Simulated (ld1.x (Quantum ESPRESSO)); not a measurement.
# Building the PAW potential for Cu (Z = 29) (PBE, fully relativistic).

```
Element                 : Cu (Z = 29)
Generator               : ld1.x (Quantum ESPRESSO) 7.5
Type                    : PAW
Functional              : PBE
Relativity              : fully relativistic
Frozen core             : [Ne]
Valence charge          : 19
Reference configuration : 3s2 3p6 3d10 4s1 4p0
Partial waves           : 3s (bound): rcut 0.95, rcutus 1.20 bohr; 4s (bound): rcut 0.95, rcutus 1.20 bohr; 3p (bound): rcut 1.05, rcutus 1.40 bohr; 4p (bound, empty): rcut 1.05, rcutus 1.40 bohr; 3d (bound): rcut 1.20, rcutus 1.55 bohr; 3d channel at 2.55 Ry: rcut 1.20, rcutus 1.55 bohr; 4f channel at -0.15 Ry: rcut 1.20, rcutus 1.50 bohr; 4f channel at 1.5 Ry: rcut 1.20, rcutus 1.50 bohr
Local potential         : all-electron potential smoothed inside 1.15 bohr (lloc = -1)
Core correction         : Bessel-smoothed model core inside 0.60 bohr
Augmentation charge     : GAUSS, radius 0.75 bohr
```

Open shells are filled in proportion to 2j + 1 (rel_dist='average').

All-electron outer shells of the reference configuration (PBE, scalar-relativistic, ld1.x):

```csv
shell,level (eV),outermost node (bohr),outermost maximum (bohr)
2s,-1062.47,0.07,0.20
2p,-916.98,–,0.16
3s,-114.70,0.29,0.61
3p,-72.14,0.26,0.62
3d,-5.04,–,0.60
4s,-4.61,0.89,2.27
4p,-0.70,0.97,3.65
```

What the tests gave:

```json
{"Configuration tests": "test run stopped at test 3 of 7 (negative rho)"}
```

The ghost test of this file was not conclusive.

Generation and tests took about 3 s on one core of a shared server CPU.
